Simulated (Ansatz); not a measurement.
`C[NH][AlH][Cl]` + H–F → `C[NH][AlH][F]` + HCl  (ligand exchange at the Al–Cl bond)

Computed with Ansatz on PBE0-D4/def2-TZVP structures; ΔE is electronic, products minus reactants. CCSD(T)/CBS adds triple-zeta CCSD(T) − MP2 to the extrapolated MP2 energy (def2 sets, frozen cores). This one scheme is used for every species. DFT in def2-TZVPP. B3LYP here is the variant with VWN-RPA as its local correlation; programs differ in this. Each species was taken in one conformer, which may not be the lowest.

Problem. Is it downhill or uphill in electronic energy at CCSD(T)/CBS, and by how much? (Best estimate.)

Solution. Computed: Downhill: ΔE = -16.3 kJ/mol.

Problem. What do these levels give: ωB97M-V, PBE, revPBE, B3LYP, MP2/def2-TZVPP, SCS-MP2/def2-QZVPP? (An estimate is asked.)

Solution. Computed: ωB97M-V -18.6, PBE -18.3, revPBE -18.7, B3LYP -26.2, MP2/def2-TZVPP -16.1, SCS-MP2/def2-QZVPP -19.8 kJ/mol.

Largest T1 diagnostic among the species: 0.012.

From r2SCAN to r2SCAN0 (25 % exact exchange), in def2-TZVPP and without D4, ΔE moves by +3.1 kJ/mol. Leaving LDA and LC-ωPBE aside and taking each functional with its dispersion term where it has one, the values, not all of them listed here, spread over 13.7 kJ/mol, from CAM-B3LYP-D4 to HSE06-D4. The D4 term adds +5.2 kJ/mol with B3LYP and +2.9 kJ/mol with PBE0; it sums over pairs of atoms, weighted by their polarisabilities, and B3LYP, whose exchange is more repulsive, gets the larger term.
